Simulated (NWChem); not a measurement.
Everything below was run with NWChem. System: H4BF2N, charge 0, spin multiplicity 1, at a geometry optimised with PBE0/def2-SVP. The structure started from a generated list of species. Level: PBE/6-311++G** (spherical d).

Job file:

```
start mol
memory heap 200 mb stack 900 mb global 1100 mb
geometry units angstroms nocenter noautoz
  B     -0.414751     0.251289     0.000000
  H     -0.971110     1.344579     0.000000
  F     -0.569021    -0.488604    -1.150080
  F     -0.569021    -0.488604     1.150080
  N      1.224238     0.600288     0.000000
  H      1.483622     1.134184     0.829750
  H      1.483622     1.134184    -0.829750
  H      1.750322    -0.276537     0.000000
  symmetry group Cs
end
basis spherical
  * library 6-311++g**
end
dft
  xc xpbe96 cpbe96
  semidirect memsize 60000000 filesize 0
  iterations 100
end
task dft energy
```

NWChem printed:

```
             Northwest Computational Chemistry Package (NWChem) 7.3.0
             --------------------------------------------------------

                                NWChem Input Module
                                -------------------

 Scaling coordinates for geometry "geometry" by  1.889725989
 (inverse scale =  0.529177249)

 Turning off AUTOSYM since
 SYMMETRY directive was detected!

                             Geometry "geometry" -> ""
                             -------------------------

 Output coordinates in angstroms (scale by  1.889725989 to convert to a.u.)

  No.       Tag          Charge          X              Y              Z
 ---- ---------------- ---------- -------------- -------------- --------------
    1 B                    5.0000    -0.41475100     0.25128900     0.00000000
    2 H                    1.0000    -0.97111000     1.34457900     0.00000000
    3 F                    9.0000    -0.56902100    -0.48860400    -1.15008000
    4 F                    9.0000    -0.56902100    -0.48860400     1.15008000
    5 N                    7.0000     1.22423800     0.60028800     0.00000000
    6 H                    1.0000     1.48362200     1.13418400     0.82975000
    7 H                    1.0000     1.48362200     1.13418400    -0.82975000
    8 H                    1.0000     1.75032200    -0.27653700     0.00000000

 Effective nuclear repulsion energy (a.u.)     126.3813346849

            Nuclear Dipole moment (a.u.)
            ----------------------------
        X                 Y               Z
 ---------------- ---------------- ----------------
    -0.0000207870    -0.0000018897     0.0000000000

      Symmetry information
      --------------------

 Group name             Cs
 Group number              2
 Group order               2
 No. of unique centers     6

      Symmetry unique atoms

     1    2    3    5    6    8


 Summary of "ao basis" -> "" (spherical)
 ------------------------------------------------------------------------------
       Tag                 Description            Shells   Functions and Types
 ---------------- ------------------------------  ------  ---------------------
 *                         6-311++g**                 on all atoms

  pbe96 is a nonlocal functional; adding pw91lda local functional.

                                 NWChem DFT Module
                                 -----------------

 Summary of "ao basis" -> "ao basis" (spherical)
 ------------------------------------------------------------------------------
       Tag                 Description            Shells   Functions and Types
 ---------------- ------------------------------  ------  ---------------------
 B                         6-311++g**               10       22   5s4p1d
 H                         6-311++g**                5        7   4s1p
 F                         6-311++g**               10       22   5s4p1d
 N                         6-311++g**               10       22   5s4p1d

 Summary of "ao basis" -> "ao basis" (spherical)
 ------------------------------------------------------------------------------
       Tag                 Description            Shells   Functions and Types
 ---------------- ------------------------------  ------  ---------------------
 B                         6-311++g**               10       22   5s4p1d
 H                         6-311++g**                5        7   4s1p
 F                         6-311++g**               10       22   5s4p1d
[...]
 d= 0,ls=0.0,diis     5   -281.6170946409 -2.38D-02  8.77D-04  1.80D-02     3.5
  Resetting Diis
 d= 0,ls=0.0,diis     6   -281.6188640266 -1.77D-03  1.82D-04  1.72D-03     3.9
 d= 0,ls=0.0,diis     7   -281.6190425630 -1.79D-04  9.94D-05  3.92D-05     4.2
 d= 0,ls=0.0,diis     8   -281.6190410436  1.52D-06  4.59D-05  6.44D-05     4.5
 d= 0,ls=0.0,diis     9   -281.6190473738 -6.33D-06  8.22D-06  2.98D-06     4.8
 d= 0,ls=0.0,diis    10   -281.6190475987 -2.25D-07  1.79D-06  8.32D-08     5.0

         Total DFT energy =     -281.619047598690
      One electron energy =     -640.456055033421
           Coulomb energy =      265.628584557842
    Exchange-Corr. energy =      -33.172911808000
 Nuclear repulsion energy =      126.381334684888

 Numeric. integr. density =       33.999996107662

     Total iterative time =      4.6s

                  Occupations of the irreducible representations
                  ----------------------------------------------

                     irrep           alpha         beta
                     --------     --------     --------
                     a'               11.0         11.0
                     a"                6.0          6.0

                       DFT Final Molecular Orbital Analysis
                       ------------------------------------

 Vector   15  Occ=2.000000D+00  E=-3.166587D-01  Symmetry=a'
              MO Center= -2.9D-01, -2.5D-01, -3.0D-13, r^2= 2.3D+00
   Bfn.  Coefficient  Atom+Function         Bfn.  Coefficient  Atom+Function
  ----- ------------  ---------------      ----- ------------  ---------------
    37      0.202759  3 F  py                59      0.202759  4 F  py
    36      0.201538  3 F  px                58      0.201538  4 F  px
    40      0.178725  3 F  px                62      0.178725  4 F  px
    80      0.167995  5 N  px                41      0.164723  3 F  py
    63      0.164723  4 F  py                84      0.163690  5 N  px

 Vector   16  Occ=2.000000D+00  E=-3.025392D-01  Symmetry=a"
              MO Center= -5.6D-01, -4.4D-01, -2.6D-14, r^2= 1.9D+00
   Bfn.  Coefficient  Atom+Function         Bfn.  Coefficient  Atom+Function
  ----- ------------  ---------------      ----- ------------  ---------------
    38      0.247274  3 F  pz                60      0.247274  4 F  pz
    37     -0.211977  3 F  py                59      0.211977  4 F  py
    42      0.205996  3 F  pz                64      0.205996  4 F  pz
    41     -0.196959  3 F  py                63      0.196959  4 F  py
    34      0.173657  3 F  pz                56      0.173657  4 F  pz

 Vector   17  Occ=2.000000D+00  E=-2.511699D-01  Symmetry=a'
              MO Center= -5.4D-01,  5.2D-01, -2.7D-15, r^2= 2.2D+00
   Bfn.  Coefficient  Atom+Function         Bfn.  Coefficient  Atom+Function
  ----- ------------  ---------------      ----- ------------  ---------------
    10      0.246058  1 B  s                 24      0.239869  2 H  s
    25      0.195641  2 H  s                 83     -0.171224  5 N  s
    23      0.159605  2 H  s                 37     -0.145122  3 F  py
    59     -0.145122  4 F  py                36      0.143926  3 F  px
    58      0.143926  4 F  px                84      0.140730  5 N  px

 Vector   18  Occ=0.000000D+00  E=-5.353512D-02  Symmetry=a'
              MO Center=  2.1D+00,  8.9D-01,  5.6D-14, r^2= 6.4D+00
   Bfn.  Coefficient  Atom+Function         Bfn.  Coefficient  Atom+Function
  ----- ------------  ---------------      ----- ------------  ---------------
    87      1.506664  5 N  s                 99     -0.598235  6 H  s
   106     -0.598235  7 H  s                 83      0.582330  5 N  s
   113     -0.523111  8 H  s                112     -0.512849  8 H  s
    98     -0.466217  6 H  s                105     -0.466217  7 H  s
    14      0.360645  1 B  s                 79      0.220387  5 N  s

 Vector   19  Occ=0.000000D+00  E= 4.436307D-04  Symmetry=a"
              MO Center=  1.6D+00,  1.5D+00, -5.8D-14, r^2= 9.1D+00
   Bfn.  Coefficient  Atom+Function         Bfn.  Coefficient  Atom+Function
  ----- ------------  ---------------      ----- ------------  ---------------
    99      1.895534  6 H  s                106     -1.895534  7 H  s
    90     -0.621279  5 N  pz                98      0.603800  6 H  s
   105     -0.603800  7 H  s                 86     -0.297230  5 N  pz
    82     -0.180564  5 N  pz                78     -0.117124  5 N  pz
    97      0.096587  6 H  s                104     -0.096587  7 H  s

 Vector   20  Occ=0.000000D+00  E= 6.834402D-04  Symmetry=a'
              MO Center=  1.8D+00,  1.6D-01,  8.4D-15, r^2= 9.6D+00
   Bfn.  Coefficient  Atom+Function         Bfn.  Coefficient  Atom+Function
  ----- ------------  ---------------      ----- ------------  ---------------
   113      2.195399  8 H  s                 99     -1.024492  6 H  s
   106     -1.024492  7 H  s                 26     -0.728193  2 H  s
   112      0.569504  8 H  s                 89      0.449954  5 N  py
    14      0.443917  1 B  s                 98     -0.270447  6 H  s
   105     -0.270447  7 H  s                 85      0.254753  5 N  py

 center of mass
 --------------
 x =  -0.14850020 y =  -0.11361044 z =   0.00000000

 moments of inertia (a.u.)
 ------------------
         252.500835430887         -74.916327780975           0.000000000000
         -74.916327780975         338.858570716086           0.000000000000
           0.000000000000           0.000000000000         222.500569661128

     Multipole analysis of the density
     ---------------------------------

     L   x y z        total         alpha         beta         nuclear
     -   - - -        -----         -----         ----         -------
     0   0 0 0     -0.000000    -17.000000    -17.000000     34.000000

     1   1 0 0      2.101222      1.050621      1.050621     -0.000021
     1   0 1 0      0.889643      0.444822      0.444822     -0.000002
     1   0 0 1      0.000000      0.000000      0.000000      0.000000

     2   2 0 0    -13.932347    -52.655229    -52.655229     91.378112
     2   1 1 0      1.555056    -19.226254    -19.226254     40.007564
     2   1 0 1      0.000000      0.000000      0.000000      0.000000
     2   0 2 0    -17.197706    -29.297585    -29.297585     41.397464
     2   0 1 1     -0.000000     -0.000000     -0.000000      0.000000
     2   0 0 2    -19.626770    -54.782517    -54.782517     89.938263

 Task  times  cpu:        5.0s     wall:        5.0s

 Total times  cpu:        5.1s     wall:        5.1s
```
